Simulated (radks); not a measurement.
Os LXVII, configuration [Ne].

All-electron calculation, Dirac Kohn-Sham, LDA (Slater exchange, Perdew-Zunger correlation), spin-unpolarised, spherical densities, point nucleus. Program: a radial shooting solver on a logarithmic mesh with Libxc functionals.

Energy parts (hartree):
| part | energy |
|---|---|
| total | -11745.9219 |
| kinetic | 13785.2753 |
| electron-nucleus | -26238.3966 |
| Hartree | 839.9155 |
| exchange-correlation | -132.7162 |

Orbitals (lengths in bohr, moments of r in powers of bohr; r(max) is where P^2 peaks; r(90%) holds 90 % of the orbital's charge):
| orbital | occ. | eigenvalue (hartree) | r(90%) | <r> | r(max) | <r^2> | small-component weight |
|---|---|---|---|---|---|---|---|
| 1s1/2 | 2 | -2929.106 | 0.0323 | 0.01772 | 0.01103 | 0.0004328 | 8.27e-02 |
| 2s1/2 | 2 | -678.0510 | 0.114 | 0.07309 | 0.06309 | 0.006365 | 1.94e-02 |
| 2p1/2 | 2 | -661.4799 | 0.0999 | 0.06023 | 0.04661 | 0.004505 | 1.93e-02 |
| 2p3/2 | 4 | -603.1457 | 0.110 | 0.06805 | 0.05350 | 0.005613 | 1.75e-02 |
| 3s1/2 | 0 | -281.9336 | 0.255 | 0.1750 | 0.1677 | 0.03507 | 7.87e-03 |
| 3p1/2 | 0 | -276.3713 | 0.244 | 0.1636 | 0.1552 | 0.03115 | 7.79e-03 |
| 3p3/2 | 0 | -260.1901 | 0.259 | 0.1750 | 0.1671 | 0.03545 | 7.30e-03 |
| 3d3/2 | 0 | -253.6351 | 0.227 | 0.1490 | 0.1269 | 0.02559 | 7.06e-03 |
| 3d5/2 | 0 | -249.7415 | 0.231 | 0.1526 | 0.1301 | 0.02672 | 6.93e-03 |

The highest occupied level is 2p3/2 at -16412.4 eV. The density falls to 0.001 e/bohr^3 at r = 0.31 bohr.
